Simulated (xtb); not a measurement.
C2H3BFNO2, SMILES COB(F)N=C=O. All values are semi-empirical tight-binding results from xtb (GFN2-xTB unless named), good for trends rather than for accurate numbers. Coordinates come from a GFN2-xTB optimisation. The structure was generated by enumeration, and PubChem lists no compound with its InChIKey, so it may never have been made. The values are those of a single conformer.

```
Property                                         Result
----------------------------------------  -------------
orbital gap                                     5.90 eV
dipole moment                                    3.13 D
zero-point energy                         38.5 kcal/mol
G − E(el) at 298.15 K (modified RRHO)     17.8 kcal/mol
static polarisability (D4 model)             53.1 bohr³
solvation energy, GFN2-xTB/ALPB(water)    -2.4 kcal/mol
solvation energy, GFN2-xTB/ALPB(toluene)  -6.2 kcal/mol
```

**Question.** Give the IR lines (harmonic; lines under 4 % of the strongest left out, lines within 3 cm⁻¹ merged). (Estimate from the structure and the level; the computed values follow.)

**Answer.** ν (cm⁻¹): 514 (w), 1044 (w), 1191 (m), 1359 (m), 1416 (w), 1563 (w), 2519 (vs) (against the strongest line: vs over 80 %, s over 45 %, m over 15 %, w over 4 %, vw less)
